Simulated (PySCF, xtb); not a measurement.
F₄Se, SMILES F[Se](F)(F)F (connectivity only; charge and spin as stated), charge +1, multiplicity 2.

Harmonic wavenumbers (cm⁻¹) from xtb with GFN2-xTB at its own minimum, in rising order: 143, 145, 182, 251, 253, 287, 371, 534, 561.

Task: What does PBE-D3(BJ)/def2-SVP in PySCF give at its own minimum? (An estimate is asked for; the answer gives what the named calculation found.)

Result: 163, 170, 255, 281, 302, 568, 571, 737, 751. Paired by order, the mean absolute difference is 119 cm⁻¹ and the zero-point energies are 3.9 and 5.4 kcal/mol.
